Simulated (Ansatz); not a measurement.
The same path of C$_{2}$H$_{11}$NSi$_{3}$ (17 atoms, charge 0, multiplicity 1) was run twice with different band settings. The coordinate that changes most is the height of N1 over the plane of its neighbours.

All numbers below come from RKS PBE-D4/6-31G* in Ansatz 0.2.0.

Relaxed end points:

```xyz
17
Properties=species:S:1:pos:R:3
N 0.900 -2.279 -0.292
Si 1.836 -0.796 -0.420
Si 0.463 0.951 -1.186
C -0.979 1.328 -0.045
C -0.829 1.177 1.496
Si -2.060 -0.010 0.731
H 1.375 -3.095 0.102
H 0.379 -2.563 -1.123
H 2.360 -0.502 0.960
H 3.058 -0.838 -1.316
H -0.039 0.626 -2.570
H 1.368 2.150 -1.338
H -1.550 2.216 -0.355
H -1.193 2.011 2.108
H 0.123 0.772 1.860
H -3.515 0.301 0.871
H -1.717 -1.447 0.558
```

```xyz
17
Properties=species:S:1:pos:R:3
N 1.084 -2.492 -0.639
Si 1.772 -0.874 -0.539
Si 0.434 0.974 -1.170
C -0.968 1.338 0.033
C -0.710 1.271 1.566
Si -1.905 -0.024 0.934
H 0.348 -2.702 0.040
H 0.762 -2.783 -1.565
H 2.219 -0.699 0.887
H 2.989 -0.858 -1.423
H -0.142 0.727 -2.541
H 1.334 2.182 -1.294
H -1.606 2.178 -0.279
H -1.096 2.105 2.166
H 0.290 0.952 1.886
H -3.367 0.146 1.179
H -1.457 -1.441 0.800
```

Common settings: movable images 9; climbing image yes; spring 5.0 eV/Å²; optimiser quadratic models (default); force threshold 0.05 eV/Å; end points relaxed.

| run | start path | iteration limit |
| --- | --- | --- |
| 1 | IDPP | 37 |
| 2 | straight line | 40 |

What does each run give, and how far can it be trusted?

Run 1: converged after 6 iterations, highest image 0.054 eV above the first end. A vibrational analysis at the climbing image gives one clearly imaginary mode, 273i cm⁻¹: a first-order saddle point.
Run 2: converged after 14 iterations, highest image 0.053 eV above the first end. Another band between the same ends (9 images) ends at a top of the same energy, where a vibrational analysis finds 1 clearly imaginary mode.
